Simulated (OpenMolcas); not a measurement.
## Ionisation energies of tantalum

```
Program             : OpenMolcas
Basis               : ANO-RCC [11s10p9d8f4g2h]
Scalar Hamiltonian  : DKH2, point nucleus
Spin-orbit coupling : state interaction with AMFI integrals over the reference wave functions, term energies averaged over their components
```

Active shells in each charge state: the valence d, s shells, with orbitals averaged over the low states. Where CASPT2's correlated closed shells are named, they are those of the first ion.

A. CASSCF
B. SS-CASPT2, IPEA 0.25 Eh, imaginary shift 0.1 Eh (closed shells correlated: 5s 5p)
C. SS-CASPT2, IPEA 0.25 Eh, imaginary shift 0.1 Eh (closed shells correlated: 4f 5s 5p)
D. SS-CASPT2, IPEA 0 Eh, imaginary shift 0.1 Eh (closed shells correlated: 5s 5p)

Energies in eV between the lowest computed levels, named as in B; reference values from the NIST Atomic Spectra Database with their kind.

| From | To | A | B | C | D | Spin-orbit share in B | Reference |
| --- | --- | --- | --- | --- | --- | --- | --- |
| Ta 5d³ 6s² ⁴F_3/2 | Ta+ 5d³ 6s ⁵F₁ | 5.987 | 7.511 | 7.646 | 7.643 | +0.084 | 7.550 (measured) |

Error against the reference values, in %:

```tsv
From	Reference	A	B	C	D
Ta	measured	-20.7	-0.5	+1.3	+1.2
```

Absolute error against the one measured value: A 1.56 eV, B 0.04 eV, C 0.10 eV, D 0.09 eV. B lies closest.

The lowest level within the active space need not be the ion's true ground level.
